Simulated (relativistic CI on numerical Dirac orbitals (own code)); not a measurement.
Computed by Dirac-Coulomb-Breit CI, KLI orbitals optimised for each configuration, a model potential for QED, unscaled Slater integrals (own radial code, finite nucleus).

The strongest absorption lines from the ground level of an ion, among the configurations computed and to levels below about 180 eV (vacuum wavelength in Å, gf): 94.657 (3.5), 99.974 (0.089), 103.44 (0.25), 104.48 (0.16), 116.10 (9.2), 143.59 (0.018), 161.39 (0.18), 164.76 (0.97).

Problem. Which ion is it?
A. Te⁶⁺
B. Ba¹⁰⁺
C. Xe⁸⁺
D. Xe⁶⁺

Solution. C. Xe⁸⁺ has 46 electrons and the ground level 4p6.4d10 1S_0; the strongest line goes to 4p6.4d9.4f 1P°_1. The pattern of lines fixes the number of electrons, and along that sequence the line energies rise steadily with the charge (about as its square where n changes within one kind of shell, about linearly where n is kept but much faster in heavy ions where fine structure, which grows about as Z⁴, sets the gap, and irregularly where shells cross), which fixes Z. Configurations outside the model, such as inner-shell arrays, can give stronger lines. At this charge configurations can still be misplaced by up to about 7 % of their energy. Levels and lines within the n = 5 or 6 shells can be off by up to 10 % or somewhat more, and those that change n by about 2 %, since core polarisation is missing.

LS names give the leading component of a level, which can be under half, so a name can repeat, a term be missing and a line seem to break the LS rules.
